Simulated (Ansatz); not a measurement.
Computed with Ansatz on PBE0-D4/def2-TZVP structures; ΔE is electronic, products minus reactants. CCSD(T)/CBS is the MP2 limit (def2-TZVPP, def2-QZVPP) plus CCSD(T) − MP2 in def2-TZVPP, frozen cores. This one scheme is used for every species. DFT in def2-TZVPP. One conformer a species, not always the lowest.

Reaction (cleavage of the B–Si bond): `B[SiH2]CF` + `N=CF` → `BN=CF` + `FC[SiH3]`

`B[SiH2]CF`:

```xyz
10

B    -1.643   -0.228    0.857
Si   -0.032   -0.656   -0.269
C     1.201    0.783   -0.358
F     2.304    0.459   -1.140
H    -2.503   -1.048    0.986
H    -1.795    0.817    1.419
H    -0.477   -1.003   -1.650
H     0.655   -1.850    0.303
H     0.730    1.675   -0.788
H     1.560    1.052    0.641
```

`N=CF`:

Cartesian coordinates in Å:
```
N -0.808 0.030 -0.508
C 0.312 -0.076 0.017
F 1.323 -0.591 -0.674
H -1.470 0.440 0.145
H 0.643 0.198 1.020
```

`BN=CF`:

Cartesian coordinates in Å:
```
B -0.986 0.897 -0.060
N -0.001 -0.040 0.046
C 0.895 -0.869 0.116
F 1.895 -0.924 -0.772
H -1.966 0.633 -0.692
H -0.842 1.948 0.491
H 1.005 -1.645 0.872
```

`FC[SiH3]`:

Z-matrix (Å, degrees):
```
C
Si 1 1.895
F 1 1.391 2 110.4
H 1 1.095 2 111.2 3 120.0
H 1 1.095 2 111.2 3 -120.0
H 2 1.484 1 110.0 3 60.5
H 2 1.484 1 110.0 3 -60.5
H 2 1.488 1 107.8 3 180.0
```

```tsv
level	ΔE (kJ/mol)
revPBE	-140.6
r2SCAN0	-142.1
```

(1) What does CCSD(T)/CBS give? (Best estimate.)

Largest T1 diagnostic among the species: 0.015.

Results:

(1) The calculation gave: -133.3 kJ/mol. The listed levels differ from it by -7.3, -8.8 kJ/mol.

From BLYP to BHLYP (50 % exact exchange), in def2-TZVPP and without D4, ΔE moves by +9.2 kJ/mol. Leaving LDA and LC-ωPBE aside and taking each functional with its dispersion term where it has one, the values, not all of them listed here, spread over 17.9 kJ/mol, from BLYP-D4 to ωB97X-V. LDA lies −15.4 kJ/mol from PBE without D4. At CCSD(T), def2-SVP lies −17.9 kJ/mol from the extrapolated value and def2-TZVPP +0.1 kJ/mol.
